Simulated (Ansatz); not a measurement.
`[F][Ga]([F])[SiH3]` + `OB(O[SiH3])O[SiH3]` → `[SiH3]OB(O[SiH3])O[SiH3]` + `[F][GaH][F]`  (cleavage of the Si–Ga bond)

Program: Ansatz. Geometries: PBE0-D4/def2-TZVP. ΔE: electronic, gas phase. CCSD(T)/CBS adds triple-zeta CCSD(T) − MP2 to the extrapolated MP2 energy (def2 sets, frozen cores). DFT in def2-TZVPP. B3LYP here is the variant with VWN-RPA as its local correlation; programs differ in this. For Ga outer-core shells are correlated without core-valence functions, which leaves a few kJ/mol of doubt a bond. Scalar relativity is left out up to krypton. Each species was taken in one conformer, which may not be the lowest.

`[F][Ga]([F])[SiH3]`:

Cartesian coordinates in Å:
```
F -0.913 0.210 -2.521
Ga 0.244 0.334 -1.213
F 1.753 0.999 -1.797
Si -0.199 -0.297 1.046
H 1.085 -0.520 1.752
H -1.017 -1.535 1.045
H -0.953 0.809 1.688
```

`OB(O[SiH3])O[SiH3]`:

```xyz
13

O     0.386    2.665   -0.482
B     0.182    1.339   -0.251
O    -0.583    1.006    0.821
Si   -0.964   -0.231    1.822
O     0.745    0.418   -1.095
Si    0.655   -1.193   -1.406
H     0.921    2.810   -1.264
H    -2.283   -0.795    1.441
H     0.070   -1.299    1.744
H    -1.023    0.295    3.206
H     1.752   -1.905   -0.704
H     0.798   -1.375   -2.870
H    -0.656   -1.736   -0.962
```

`[SiH3]OB(O[SiH3])O[SiH3]`:

```xyz
16

Si    1.659   -0.176   -2.159
O     0.605    0.534   -1.099
B     0.000    0.001    0.001
O     0.241   -1.295    0.349
Si   -0.362   -2.164    1.622
O    -0.845    0.763    0.752
Si   -1.297    2.341    0.536
H     2.885   -0.619   -1.450
H     2.001    0.858   -3.162
H     1.018   -1.337   -2.826
H    -1.842   -2.240    1.542
H     0.040   -1.544    2.909
H     0.219   -3.522    1.513
H    -0.112    3.232    0.602
H    -2.231    2.661    1.641
H    -1.981    2.509   -0.769
```

`[F][GaH][F]`:

Cartesian coordinates in Å:
```
F 0.292 -1.431 0.840
Ga -0.096 0.035 -0.013
F 1.329 0.837 -0.611
H -1.525 0.559 -0.216
```

```json
{"level": "PBE-D4", "ΔE (kcal/mol)": "-11.3", "difference from CCSD(T)/CBS": "5.8"}
{"level": "r2SCAN-D4", "ΔE (kcal/mol)": "-15.8", "difference from CCSD(T)/CBS": "1.3"}
{"level": "PBE0-D4", "ΔE (kcal/mol)": "-13.4", "difference from CCSD(T)/CBS": "3.7"}
{"level": "B3LYP-D4", "ΔE (kcal/mol)": "-16.5", "difference from CCSD(T)/CBS": "0.6"}
{"level": "ωB97X-V", "ΔE (kcal/mol)": "-17.1", "difference from CCSD(T)/CBS": "0.0"}
{"level": "ωB97M-V", "ΔE (kcal/mol)": "-17.3", "difference from CCSD(T)/CBS": "-0.2"}
{"level": "B2PLYP", "ΔE (kcal/mol)": "-17.8", "difference from CCSD(T)/CBS": "-0.7"}
{"level": "PBE", "ΔE (kcal/mol)": "-10.8", "difference from CCSD(T)/CBS": "6.3"}
{"level": "r2SCAN", "ΔE (kcal/mol)": "-15.5", "difference from CCSD(T)/CBS": "1.6"}
{"level": "PBE0", "ΔE (kcal/mol)": "-12.9", "difference from CCSD(T)/CBS": "4.2"}
{"level": "B3LYP", "ΔE (kcal/mol)": "-15.9", "difference from CCSD(T)/CBS": "1.2"}
{"level": "HF/def2-TZVPP", "ΔE (kcal/mol)": "-23.1", "difference from CCSD(T)/CBS": "-6.0"}
{"level": "MP2/def2-TZVPP", "ΔE (kcal/mol)": "-19.7", "difference from CCSD(T)/CBS": "-2.6"}
{"level": "SCS-MP2/def2-TZVPP", "ΔE (kcal/mol)": "-20.6", "difference from CCSD(T)/CBS": "-3.5"}
{"level": "CCSD/def2-TZVPP", "ΔE (kcal/mol)": "-18.7", "difference from CCSD(T)/CBS": "-1.6"}
{"level": "CCSD(T)/def2-TZVPP", "ΔE (kcal/mol)": "-18.2", "difference from CCSD(T)/CBS": "-1.1"}
{"level": "HF/def2-QZVPP", "ΔE (kcal/mol)": "-23.7", "difference from CCSD(T)/CBS": "-6.6"}
{"level": "MP2/def2-QZVPP", "ΔE (kcal/mol)": "-19.3", "difference from CCSD(T)/CBS": "-2.2"}
{"level": "SCS-MP2/def2-QZVPP", "ΔE (kcal/mol)": "-20.3", "difference from CCSD(T)/CBS": "-3.2"}
{"level": "HF/CBS(def2)", "ΔE (kcal/mol)": "-23.8", "difference from CCSD(T)/CBS": "-6.7"}
{"level": "MP2/CBS(def2)", "ΔE (kcal/mol)": "-18.6", "difference from CCSD(T)/CBS": "-1.5"}
{"level": "CCSD/CBS(def2)", "ΔE (kcal/mol)": "-17.6", "difference from CCSD(T)/CBS": "-0.5"}
{"level": "CCSD(T)/CBS", "ΔE (kcal/mol)": "-17.1", "difference from CCSD(T)/CBS": "0"}
```

Largest T1 diagnostic among the species: 0.015.

In def2-TZVPP, CCSD(T) changes the Hartree–Fock value by +4.9 kcal/mol (the triples alone add +0.5 kcal/mol) and MP2 by +3.4 kcal/mol. From PBE to PBE0 (25 % exact exchange), in def2-TZVPP and without D4, ΔE moves by −2.1 kcal/mol.
